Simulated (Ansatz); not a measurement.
`O[Si]([SiH3])(Cl)Cl` → Cl• + `O[Si]([SiH3])Cl`•  (homolysis of the Cl–Si bond)

Computed with Ansatz on PBE0-D4/def2-TZVP structures; ΔE is electronic, products minus reactants. CCSD(T)/CBS adds triple-zeta CCSD(T) − MP2 to the extrapolated MP2 energy (def2 sets, frozen cores). This one scheme is used for every species, atoms too. DFT in def2-TZVPP. B3LYP here is the variant with VWN-RPA as its local correlation; programs differ in this. No spin–orbit coupling; open shells (•) take unrestricted orbitals. Spin–orbit coupling would lower the free atoms: a little for Cl. Each species was taken in one conformer, which may not be the lowest.

```csv
level,ΔE (kJ/mol),difference from CCSD(T)/CBS
B97M-V,475.2,-1.9
B3LYP,437.5,-39.6
r2SCAN0,455.7,-21.4
RPA@PBE/def2-TZVPP,420.5,-56.6
MP2/def2-SVP,453.6,-23.5
HF/def2-TZVPP,358.3,-118.8
CCSD/def2-TZVPP,450.1,-27.0
HF/CBS(def2),357.6,-119.5
MP2/CBS(def2),502.4,25.3
CCSD/CBS(def2),467.6,-9.5
CCSD(T)/CBS,477.1,0
```

Problem. What do rigid-rotor, harmonic-oscillator terms from PBE0-D4/def2-TZVP frequencies (298.15 K, 1 bar) make of the CCSD(T)/CBS value? (An estimate is asked.)

Solution. Ansatz gave: ΔZPE = -6.9 kJ/mol, ΔH = +473.2 kJ/mol, ΔS = 144 J/(mol·K), ΔG = +430.3 kJ/mol. Open shells count their whole term as degenerate.

Largest T1 diagnostic among the species: 0.015.

From r2SCAN to r2SCAN0 (25 % exact exchange), in def2-TZVPP and without D4, ΔE moves by −4.1 kJ/mol: exact exchange takes away binding that semilocal exchange gives to molecules. At CCSD(T), def2-SVP lies −42.5 kJ/mol from the extrapolated value and def2-TZVPP −17.5 kJ/mol: correlation converges slowly with the basis, and small sets miss more of it in the bonded molecule than in its fragments. The D4 term adds +13.3 kJ/mol with B3LYP and +7.1 kJ/mol with PBE0; it sums over pairs of atoms, weighted by their polarisabilities, and B3LYP, whose exchange is more repulsive, gets the larger term.

CCSD(T)/CBS has its own doubt, a few kJ/mol and more with outer-core shells, so smaller differences from it don't rank the levels.
